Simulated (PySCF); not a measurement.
**Relaxation of quartet TcOF₂**

Level of theory: PySCF, UPBE0, basis Tc def2-SVP with ECP28, O def2-SVP, F def2-SVP (scalar-relativistic core potentials, no spin–orbit coupling, density fitting). A (50,194) grid was used.

A hand-made T-shaped (ligand arrangement 2) start, of C2v symmetry, held to at least that symmetry:

Coordinates in bohr (charge 0 multiplicity 4):
```
Tc    0.0000    0.0000   -0.3814
O     0.0000    0.0000    2.9634
F     3.6260    0.0000   -0.2548
F    -3.6260    0.0000   -0.2548
```

Optimiser trace:
```
step  E − E(last) (kJ/mol)  largest gradient (Eh/bohr)
   0                154.84                     0.12516
   1                 67.94                     0.03048
   2                 27.33                     0.04268
   3                  5.66                     0.01163
   4                  0.50                     0.00245
   5                  0.27                     0.00518
   6                  0.00                     0.00022
   7                  0.00                     0.00001
```

It ends at C2v with Tc–F 1.847 Å (×2), Tc–O 1.665 Å; F–Tc–F 130.0°, F–Tc–O 115.0° (×2). A frequency run shows a minimum. Other isomers or separated fragments may lie lower.

Open d and f shells are described by one determinant, and the ground state may have another occupation or spin.
